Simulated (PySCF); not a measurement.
Cartesian coordinates in Å; atom numbers follow the order of the lines, from 1:
```xyz
27

C     3.2534   -0.8541    0.2379
C     2.9175    0.4558    0.9367
C     1.4525    0.8711    0.8261
C     1.0183    1.2155   -0.5890
S    -0.6955    1.8379   -0.7306
Si   -1.8865    0.0677   -0.3743
C    -2.2132   -0.1961    1.4590
C    -1.0286   -1.4366   -1.1059
C    -3.5098    0.4087   -1.2514
H     2.6297   -1.6789    0.6207
H     3.0927   -0.7975   -0.8499
H     4.3056   -1.1353    0.3964
H     3.1753    0.3720    2.0059
H     3.5557    1.2649    0.5385
H     1.2572    1.7431    1.4712
H     0.8156    0.0579    1.2169
H     1.1408    0.3623   -1.2725
H     1.6415    2.0314   -0.9893
H    -2.8986   -1.0458    1.6147
H    -1.2842   -0.4038    2.0110
H    -2.6721    0.7020    1.9003
H    -0.7967   -1.2766   -2.1702
H    -1.6916   -2.3139   -1.0292
H    -0.0924   -1.6796   -0.5803
H    -4.2372   -0.3938   -1.0477
H    -3.3642    0.4828   -2.3394
H    -3.9496    1.3564   -0.9022
```

Geometry: PBE0-D3(BJ)/def2-SVP; GIAO absolute shieldings from PySCF, gas phase, non-relativistic, averaged over equivalent atoms.

At KT3/pcSseg-1 (257 basis functions, 75 s wall time on 1 thread of an Arm Neoverse V2, shared host):
| atoms | σ (ppm) |
| --- | --- |
| C3 | 141.8 |
| C4 | 150.1 |
| C2 | 154.7 |
| C1 | 166.8 |
| C7/C8/C9 | 180.0 |
| S5 | 612.1 |
| Si6 | 346.5 |
| H17/H18 | 28.99 |
| H15/H16 | 29.86 |
| H13/H14 | 29.92 |
| H10/H11/H12 | 30.39 |
| H19/H20/H21/H22/H23/H24/H25/H26/H27 | 31.08 |

What do these become at PBE0/pcSseg-1?

## Answers


| atoms | σ at PBE0/pcSseg-1 | change |
| --- | --- | --- |
| C3 | 145.3 | +3.5 |
| C4 | 154.0 | +3.9 |
| C2 | 159.2 | +4.5 |
| C1 | 170.0 | +3.2 |
| C7/C8/C9 | 182.1 | +2.1 |
| S5 | 621.8 | +9.7 |
| Si6 | 331.1 | -15.4 |
| H17/H18 | 29.05 | +0.06 |
| H15/H16 | 29.89 | +0.03 |
| H13/H14 | 29.97 | +0.05 |
| H10/H11/H12 | 30.36 | -0.03 |
| H19/H20/H21/H22/H23/H24/H25/H26/H27 | 31.03 | -0.05 |

The largest change is at Si6 (silicon bonded to 3 C, S). Cost: 257 basis functions, 66 s wall time on 1 thread of an Arm Neoverse V2, shared host. The order of the carbon signals is the same at both levels.
